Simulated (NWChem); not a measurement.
System: SiO₂ anion, doublet; SMILES of the neutral closed-shell parent O=[Si]=O

```xyz
3

O      1.4759     0.0000    -0.2738
Si     0.0000     0.0000     0.2933
O     -1.4759     0.0000    -0.2738
```
Atoms are numbered in this order, from 1.

All runs: NWChem. Spin-unrestricted. In the optimisation the excess spin sits in a1 (C2v, its own frame). Sets without diffuse functions describe the anion's extra electron poorly. All runs use the structure optimised with B3LYP/def2-SVPD, spin-unrestricted. The spin multiplicity was typed, not searched, and may not be the lowest. No stability test was run on the SCF state. Vzz is the largest principal value of the second derivative of the potential at the nucleus (NWChem prints the opposite sign); η is the asymmetry. Non-relativistic.

For level PBE0/cc-pVTZ:

```yaml
Vzz O3 (a.u.): -0.409
```

Problem. What are these values for level B3LYP/def2-TZVP?

Solution. 
- Vzz O3 (a.u.): -0.387
